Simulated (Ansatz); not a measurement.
Reaction (ligand exchange at the Si–C bond): `CC(C)[Si](Cl)(Cl)Cl` + HBr → `Cl[Si](Cl)(Cl)Br` + `CCC`

Program: Ansatz. Geometries: PBE0-D4/def2-TZVP. ΔE: electronic, gas phase. CCSD(T)/CBS is the MP2 limit (def2-TZVPP, def2-QZVPP) plus CCSD(T) − MP2 in def2-TZVPP, frozen cores. For Br outer-core shells are correlated without core-valence functions, which leaves a few kJ/mol of doubt a bond. Scalar relativity is left out up to krypton. One conformer a species, not always the lowest.

| level | ΔE (kJ/mol) |
| --- | --- |
| CCSD/def2-SVP | -61.2 |
| CCSD/CBS(def2) | -75.3 |

Task: What does CCSD(T)/CBS give? (Estimate.)

Result: The calculation gave: -72.4 kJ/mol. The listed levels differ from it by 11.2, -2.9 kJ/mol.

Largest T1 diagnostic among the species: 0.009.

In def2-TZVPP, CCSD(T) changes the Hartree–Fock value by +23.3 kJ/mol (the triples alone add +2.9 kJ/mol) and MP2 by +19.4 kJ/mol. The D4 term adds +11.2 kJ/mol with B3LYP and +7.2 kJ/mol with PBE0; it sums over pairs of atoms, weighted by their polarisabilities, and B3LYP, whose exchange is more repulsive, gets the larger term.

B3LYP here is the variant with VWN-RPA as its local correlation; programs differ in this.
